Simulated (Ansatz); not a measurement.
`CBOCC` + `[AlH3]` → `C[BH][AlH2]` + `CCO` at 500 K and 1 bar (formal exchange of groups at a B–O bond).

Calculated with Ansatz (gas phase, PBE0-D4/def2-TZVP geometries, no zero-point term in ΔE). CBS: MP2 limit from def2 TZ/QZ plus the TZ coupled-cluster correction, frozen cores. This one scheme is used for every species. Each species was taken in one conformer, which may not be the lowest.

| species | CCSD(T)/CBS energy (Eh) | H − E (kJ/mol) | S (J/(mol·K)) |
| --- | --- | --- | --- |
| `CBOCC` | -219.59220 | 364.6 | 409.9 |
| `[AlH3]` | -243.78045 | 68.7 | 232.2 |
| `C[BH][AlH2]` | -308.41859 | 199.0 | 364.4 |
| `CCO` | -154.88256 | 240.4 | 310.3 |

H − E and S are ideal-gas, rigid-rotor, harmonic terms from PBE0-D4/def2-TZVP, for one conformer and one mirror image of each species. 1 Eh = 2625.50 kJ/mol, R = 8.31446 J/(mol·K).

By hand: ΔE, ΔH, ΔS and ΔG.

ΔE = (-308.41859) + (-154.88256) − (-219.59220) − (-243.78045) = 0.07150 Eh = 187.7 kJ/mol. Δ(H − E) = 199.0 + 240.4 − 364.6 − 68.7 = 6.1, so ΔH = 193.8 kJ/mol. ΔS = 364.4 + 310.3 − 409.9 − 232.2 = 32.6 J/(mol·K). ΔG = 193.8 − 500 × (32.6)/1000 = 177.5 kJ/mol.

By hand: the equilibrium constant, and the temperature at which ΔG would vanish if ΔH and ΔS stayed fixed.

log₁₀ K = −ΔG/(RT ln 10) = -18.5. ΔG = 0 at ΔH/ΔS = 5945 K, far beyond where these terms or the molecules hold.

ΔH outweighs TΔS. A doubt of 5 kJ/mol in ΔE shifts log₁₀ K by 0.5 here. Other conformers and mirror images would add mixing entropy, several J/(mol·K) or more a flexible species. Modes under 60 cm⁻¹, often nearly free rotors, make the harmonic entropy too high. These are equilibria of isolated gas molecules and say nothing of rates. Largest T1 diagnostic: 0.012 (customary marks: 0.02 for closed shells, 0.045 for open ones).
